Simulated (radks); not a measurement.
Results of a calculation; reference values are marked as such.
Neutral arsenic, 33 electrons, occupied as [Ar] 3d10 4s2 4p3.

Code: a radial shooting solver on a logarithmic mesh with Libxc functionals. Model: scalar-relativistic Kohn-Sham, PBE, spin-polarised, spherical densities, point nucleus; open shells are filled with parallel spins first.

Energy parts (eV):
part                       energy
total                  -61521.379
kinetic                 62706.212
electron-nucleus      -148299.033
Hartree                 26348.655
exchange-correlation    -2277.214

Orbitals (lengths in bohr, moments of r in powers of bohr; <r^-3> diverges for s and p1/2; r(max) is where P^2 peaks):
orbital  occ.  eigenvalue (eV)       <r^4>  <r^-3>   r(max)
1s up       1        -11719.16  0.00001999       -  0.02973
1s down     1        -11719.05  0.00001999       -  0.02973
2s up       1        -1486.370    0.004071       -   0.1701
2s down     1        -1486.323    0.004070       -   0.1701
2p up       3        -1303.286    0.002973    1106   0.1363
2p down     3        -1303.190    0.002973    1106   0.1363
3s up       1        -189.9773      0.2736       -   0.5216
3s down     1        -189.8346      0.2728       -   0.5217
3p up       3        -133.3598      0.3468   153.2   0.5210
3p down     3        -133.1952      0.3444   153.3   0.5211
3d up       5         -40.3770      0.8220   16.86   0.4771
3d down     5         -40.1136      0.7780   16.96   0.4769
4s up       1         -15.2092       31.13       -    1.630
4s down     1         -12.9114       31.71       -    1.600
4p up       3          -5.9198       102.1   8.448    1.989
4p down     0          -3.6103       135.5   8.197    1.977

The highest occupied level is 4p up at -5.920 eV. The density falls to 0.001 e/bohr^3 at r = 4.35 bohr. Spin moment in Bohr magnetons: 3.
